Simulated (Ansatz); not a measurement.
Task: Name a neutral molecule of N, O, Si, Y and H with HOMO–LUMO gap (PBE/def2-TZVPP) between 2.90 and 3.20 eV and HOMO–LUMO gap (PBE0/def2-TZVPP) between 5.10 and 5.40 eV (Ansatz, PBE0-D4/def2-TZVP geometry).

Result: `[NH2][Y]([NH2])[O][SiH3]` (3.17 eV, 5.22 eV); `[NH2][Y]([O][SiH3])[O][SiH3]` (3.18 eV, 5.25 eV). Other molecules can fit too; these were computed, each in one conformer that needn't be the lowest.
